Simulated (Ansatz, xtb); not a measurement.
# Two isomers of C2H3Ge−

Structure X: `C=[C]=[GeH-]`, a singlet. Structure Y: `C#[C][GeH2-]`, a singlet. Both are isolated ions in the gas phase, relaxed with B3LYP-D3(BJ)/def2-SVPD.

X (Å):

```
atom    x (Å)    y (Å)    z (Å)
   C   1.0171   0.0359   0.3539
   C  -0.0771   0.4195  -0.2952
  Ge  -1.6473   1.0517  -0.9886
   H  -1.4093   0.4142  -2.4627
   H   1.0859  -0.9192   0.9065
   H   1.9466   0.6343   0.3736
```

Y (Å):

```tsv
atom	x (Å)	y (Å)	z (Å)
C	-0.6729	-0.0901	0.1447
C	-1.6475	-0.5542	-0.4426
Ge	0.7207	0.8752	1.2244
H	-2.4825	-0.9766	-0.9656
H	1.3728	-0.4798	1.8077
H	1.7768	0.9503	0.0076
```

Quicker runs give these differences E(Y) − E(X): GFN2-xTB −0.657 eV; HF/STO-3G −1.492 eV (at GFN2-xTB geometries); r2SCAN-D4/def2-SVPD −0.139 eV (at GFN2-xTB geometries).

**Question.** Estimate E(Y) − E(X) at the level CCSD(T)/def2-SVPD + ΔMP2/def2-TZVPPD.

**Answer.** Calculated at CCSD(T)/def2-SVPD + ΔMP2/def2-TZVPPD: E(Y) − E(X) = −0.151 eV, so structure Y lies lower.

How the difference moves with the method:

```json
{"level": "GFN2-xTB", "geometry": "GFN2-xTB", "E(Y) − E(X) (eV)": "−0.657", "departure from the last row (eV)": "−0.505", "job, with rough time for the two": "optimisation, 0.53 s"}
{"level": "HF/STO-3G", "geometry": "GFN2-xTB", "E(Y) − E(X) (eV)": "−1.492", "departure from the last row (eV)": "−1.341", "job, with rough time for the two": "single point, 0.89 s"}
{"level": "r2SCAN-D4/def2-SVPD", "geometry": "GFN2-xTB", "E(Y) − E(X) (eV)": "−0.139", "departure from the last row (eV)": "+0.012", "job, with rough time for the two": "single point, 9.3 s"}
{"level": "B3LYP-D3(BJ)/def2-SVPD", "geometry": "B3LYP-D3(BJ)/def2-SVPD", "E(Y) − E(X) (eV)": "−0.049", "departure from the last row (eV)": "+0.102", "job, with rough time for the two": "optimisation, 2.3 min"}
{"level": "HF/def2-SVPD", "geometry": "B3LYP-D3(BJ)/def2-SVPD", "E(Y) − E(X) (eV)": "−0.435", "departure from the last row (eV)": "−0.284", "job, with rough time for the two": "part of the CCSD(T) run"}
{"level": "MP2/def2-SVPD", "geometry": "B3LYP-D3(BJ)/def2-SVPD", "E(Y) − E(X) (eV)": "−0.172", "departure from the last row (eV)": "−0.021", "job, with rough time for the two": "part of the CCSD(T) run"}
{"level": "CCSD(T)/def2-SVPD", "geometry": "B3LYP-D3(BJ)/def2-SVPD", "E(Y) − E(X) (eV)": "−0.091", "departure from the last row (eV)": "+0.060", "job, with rough time for the two": "single point"}
{"level": "CCSD(T)/def2-SVPD + ΔMP2/def2-TZVPPD", "geometry": "B3LYP-D3(BJ)/def2-SVPD", "E(Y) − E(X) (eV)": "−0.151", "departure from the last row (eV)": "", "job, with rough time for the two": "single point, 91 s"}
```

As drawn, Y has 1 C≡C, 1 C–Ge, 1 Ge–H in place of 1 C=C, 1 C=Ge, 1 C–H.

None of the levels shown reverses the order. The largest departure from CCSD(T)/def2-SVPD + ΔMP2/def2-TZVPPD is that of HF/STO-3G, 1.341 eV. The last row adds to CCSD(T) the change of the MP2 difference between the two basis sets, here −0.060 eV.

With harmonic frequencies from B3LYP-D3(BJ)/def2-SVPD (ideal gas, rigid rotor, one conformer each, 298.15 K, 1 atm): on the last row, ΔE + ΔZPE = −0.251, ΔH = −0.240, ΔG = −0.259 eV.

The correlated steps freeze 11 core orbitals; the filled d shell of Ge is correlated, in a basis made for valence electrons. Codes used: Ansatz 0.2.0, xtb 6.7.1; the last row on 1 thread of AMD EPYC (Zen 3) on a shared host.
